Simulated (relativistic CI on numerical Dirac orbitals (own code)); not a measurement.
Computed by Dirac-Coulomb-Breit CI, KLI orbitals optimised for each configuration, model QED, unscaled Slater integrals (own radial code, finite nucleus).

Configuration list (outside the closed core 1s2): 2s2, 2s 2p, 2p2, 2p 3s, 2p 3p, 2s 3s, 2s 3p, 2s 3d, 2s 4s, 2s 4p, 2s 4d, 2s 4f, 2s 5s, 3s2, 2s 5p, 2s 5d, 2s 5f, 2s 5g, 3s 3p, 3p2. Levels of other configurations are missing.

At this charge energies of transitions that change n are usually good to better than 1 %, and those within a shell (Δn = 0) to a few per cent.

Outline of the computed level scheme of Pb LXXIX. Lowest level of each configuration: 2s2 1S_0 at 0.0 eV; 2s 2p 3P°_0 at 209.5 eV; 2p2 3P_0 at 581.7 eV; 2s 3s 3S_1 at 13987.7 eV; 2s 3p 3P°_1 at 14083.5 eV; 2p 3s 3P°_0 at 14244.1 eV; 2p 3p 3D_1 at 14301.5 eV; 2s 3d 3D_1 at 14825.2 eV; 2s 4s 3S_1 at 18751.1 eV.

Some strong electric-dipole decays among the lowest 36 levels: 2s 3d 3D_3 → 2s 2p 3P°_2 (2.6e+15 s⁻¹); 2s 3d 3D_2 → 2s 2p 3P°_1 (2.6e+15 s⁻¹); 2s 3d 3D_1 → 2s 2p 3P°_0 (1.7e+15 s⁻¹); 2s 3d 1D_2 → 2s 2p 1P°_1 (1.3e+15 s⁻¹); 2p 3p 3P_0 → 2s 2p 3P°_1 (1.2e+15 s⁻¹); 2p 3p 3D_2 → 2s 2p 1P°_1 (9.9e+14 s⁻¹); 2p 3p 3P_1 → 2s 2p 3P°_2 (9.7e+14 s⁻¹); 2s 3p 1P°_1 → 2s2 1S_0 (9.6e+14 s⁻¹).

LS names give the leading component of a level, which can be under half, so a name can repeat, a term be missing and a line seem to break the LS rules.
